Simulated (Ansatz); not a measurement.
Relaxation of the cluster SiAu2 with RKS PBE-D4/def2-TZVP.

```sh
$ ansatz run in.yaml --threads 4 --pin off --events-out ev --progress --plain --max-ram 3916MiB
```

```yaml
crystal:
  periodic: [false, false, false]
  atoms:
    - {symbol: Au, position_ang: [-0.955060, 1.600750, 0.355960]}
    - {symbol: Au, position_ang: [-0.215900, -0.845710, 0.760960]}
    - {symbol: Si, position_ang: [1.170960, -0.755040, -1.116920]}
basis:
  gaussian: {orbitals: def2-TZVP}
hamiltonian: {xc: pbe, dispersion: d4}
scf: {lower_state_search: "off"}
output: {orbitals: {seedname: orbitals}}
relax: {f_tol: 0.02, max_steps: 100}
```

It took 5.5 s on 4 threads of Arm Neoverse V2 on a shared host.

Positions (Å) and forces (eV/Å) at steps 1, 2, 3, 4, 5, 6, 7, 8 of 8:

```xyz
3
step=1 energy=-15262.6575 eV
Au   -0.955    1.601    0.356    0.106    0.371   -0.348
Au   -0.216   -0.846    0.761    1.024   -0.681   -0.965
Si    1.171   -0.755   -1.117   -1.130    0.311    1.313
3
step=2 energy=-15263.0377 eV
Au   -0.861    1.564    0.253    0.434    0.006   -0.575
Au   -0.189   -0.945    0.782    0.137   -0.737    0.235
Si    1.050   -0.619   -1.034   -0.571    0.731    0.340
3
step=3 energy=-15263.4749 eV
Au   -0.764    1.523    0.148    0.729   -0.286   -0.799
Au   -0.171   -1.044    0.814   -0.455   -1.112    1.226
Si    0.935   -0.479   -0.962   -0.274    1.398   -0.427
3
step=4 energy=-15264.1324 eV
Au   -0.660    1.473    0.039    0.758   -0.343   -0.805
Au   -0.174   -1.155    0.881   -0.094   -0.917    0.641
Si    0.834   -0.318   -0.919   -0.664    1.260    0.164
3
step=5 energy=-15264.4082 eV
Au   -0.560    1.436   -0.072   -0.661    1.240    0.172
Au   -0.167   -1.269    0.935    0.113   -0.460    0.110
Si    0.727   -0.167   -0.863    0.548   -0.780   -0.282
3
step=6 energy=-15264.5193 eV
Au   -0.584    1.616   -0.141    0.239   -0.294   -0.149
Au   -0.116   -1.423    0.954    0.115    0.107   -0.212
Si    0.700   -0.193   -0.813   -0.354    0.187    0.361
3
step=7 energy=-15264.5331 eV
Au   -0.569    1.633   -0.171   -0.020    0.027    0.012
Au   -0.099   -1.455    0.951    0.014    0.029   -0.035
Si    0.668   -0.178   -0.779    0.006   -0.056    0.023
3
step=8 energy=-15264.5333 eV
Au   -0.570    1.633   -0.169    0.002   -0.003   -0.001
Au   -0.099   -1.452    0.949   -0.002   -0.003    0.004
Si    0.669   -0.181   -0.779    0.000    0.006   -0.004
```

In the def2 sets Au takes a core potential; there is no spin–orbit coupling. The relaxation made no stability test and no search for a lower SCF solution. No other spin state of charge 0 was run. The structure comes from a short search, and lower isomers may exist.
